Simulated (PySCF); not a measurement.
Species: InH2(NMe2), C₂H₈InN.
Cartesian coordinates in Å at the PBE0-D3(BJ)/def2-SVP level; atoms count from 1:
```
atom  x, y, z in Å
In1    0.9530    1.8150   -0.1056
H2     2.1517    1.9105   -1.3349
H3     0.4073    2.9588    1.0574
N4     0.0066    0.0141   -0.0016
C5    -1.0245   -0.2837    0.9537
C6     0.3038   -1.0875   -0.8753
H7    -1.9816   -0.5594    0.4631
H8    -1.2259    0.5812    1.6047
H9    -0.7513   -1.1363    1.6105
H10    1.0951   -0.8235   -1.5940
H11    0.6491   -1.9826   -0.3164
H12   -0.5834   -1.4066   -1.4616
```

Computed, not measured: PBE0-D3(BJ)/def2-SVP geometry optimisation, gas phase, def2 core potentials past Kr (PySCF).

**Question.** Which atoms are bound to In1, and at what distances?

**Answer.** 3 atoms: H2 1.720 Å, H3 1.720 Å, N4 2.037 Å. The nearest atom not counted as bound is H8, at 3.03 Å (others tie with it).

**Question.** List the angles at In1.

**Answer.** 
| angle | degrees | distance of the outer atoms (Å) |
| --- | --- | --- |
| H2–In1–H3 | 131.9 | 3.14 |
| H2–In1–N4 | 114.2 | 3.16 |
| H3–In1–N4 | 114.0 | 3.15 |

**Question.** What is the shape at In1?

**Answer.** Planar: angles 131.9°, 114.2° and 114.0°, sum 360.0°, 0.00 Å off the plane of its three neighbours.

**Question.** What are the other bond lengths?

**Answer.** N4–C5, N4–C6 1.437 Å; C5–H7 and 3 like bonds 1.110 Å; C5–H8, C6–H10 1.101 Å.

**Question.** Give some angles away from the centre.

**Answer.** In1–N4–C5 123.4°, C5–N4–C6 113.2°.

**Question.** What are the rotational constants (commonest isotopes, rigid rotor)?

**Answer.** A = 8715, B = 2169, C = 1775 MHz: an asymmetric top.

Point group: C2v (every atom within 0.08 Å of its image). Charge 0, singlet. Not checked by PBE0-D3(BJ)/def2-SVP frequencies.

Time: 50 s wall. Hardware: one thread, Arm Neoverse V1, no GPU (shared host). This is the geometry optimisation.
